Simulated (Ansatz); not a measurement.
The cluster K16⁻. The state is a doublet with charge -1. Geometry r2SCAN/def2-SVP; atoms count from 1.

Cartesian coordinates in Å:
```
K 3.663 0.421 0.501
K 4.248 -3.445 -1.777
K -2.273 1.767 5.082
K 1.193 3.815 2.773
K -0.742 -0.370 1.324
K 3.517 -3.506 2.796
K -5.291 0.236 1.789
K 0.269 -4.883 0.022
K -3.850 -3.037 -1.104
K 0.097 -1.642 -3.032
K -0.505 1.712 -6.026
K -3.010 4.043 1.102
K 3.773 0.530 -4.227
K 0.501 2.968 -1.760
K 2.136 0.094 5.067
K -3.728 1.295 -2.530
```

Single mean-field runs in def2-TZVP are fitted with def2-universal-jkfit. The charge -1 doublet is spin-contaminated (final ⟨S²⟩ up to 1.23, 0.75 for a pure state). The geometry of the doublet was relaxed on an unsound state (⟨S²⟩ 2.30, where a pure state has 0.75). The structure comes from a short search, and lower isomers may exist.

(1) Estimate the Mulliken populations from the PBE0/def2-TZVP orbitals of Ansatz.

(2) Where does the spin sit?

(3) And the Mayer bond orders between bonded heavy atoms (over 0.3)?

## Answers

(1) 
```csv
atom,charge (e),spin (α − β)
K1,-0.01,0.02
K2,-0.07,0.08
K3,-0.12,-0.03
K4,-0.07,0.29
K5,0.07,0.30
K6,-0.13,0.04
K7,-0.10,-0.14
K8,-0.07,0.20
K9,-0.09,0.08
K10,0.04,0.00
K11,-0.16,0.11
K12,-0.07,0.00
K13,-0.09,-0.14
K14,0.01,0.04
K15,-0.09,0.03
K16,-0.05,0.11
```
Mulliken values and Mayer orders depend strongly on the basis.

(2) Summed by element: K 1.00, of 1 unpaired in all. Largest on single atoms: K5 0.30, K4 0.29, K8 0.20.

(3) K6–K15 0.30 (4.48 Å).
